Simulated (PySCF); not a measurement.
**Relaxation of doublet [IrCl3]+**

All numbers come from UB3LYP/[Ir def2-SVP with ECP60, Cl def2-SVP], scalar-relativistic core potentials, density fitting, no spin–orbit coupling, PySCF. A (50,194) grid was used.

A start at or just off a symmetric point, pushed along the force that breaks its symmetry, of C2v symmetry, free to break it:

Coordinates in bohr (charge 1 multiplicity 2):
```
Ir   -0.0494    0.0000    0.0000
Cl    4.1773   -0.0001    0.0000
Cl   -1.9523    3.5186    0.0000
Cl   -1.9524   -3.5186    0.0000
```

Q: What does it relax to?

A: It ends at C2v with Ir–Cl 2.147 Å (×2), Ir–Cl 2.170 Å; Cl–Ir–Cl 115.8° (×2), Cl–Ir–Cl 128.5° (after a last refinement on a finer grid). No frequency check is given, so it may be a saddle point. Other isomers or separated fragments may lie lower.

Q: How much energy is released, and in how many steps?

A: 6.6 kJ/mol in 5 steps.

With open d or f shells other occupations or spin states may lie lower. At this level a quartet minimum of C2v symmetry lies 11 kJ/mol below this structure. No spin–orbit coupling is included, which matters more the heavier the element.
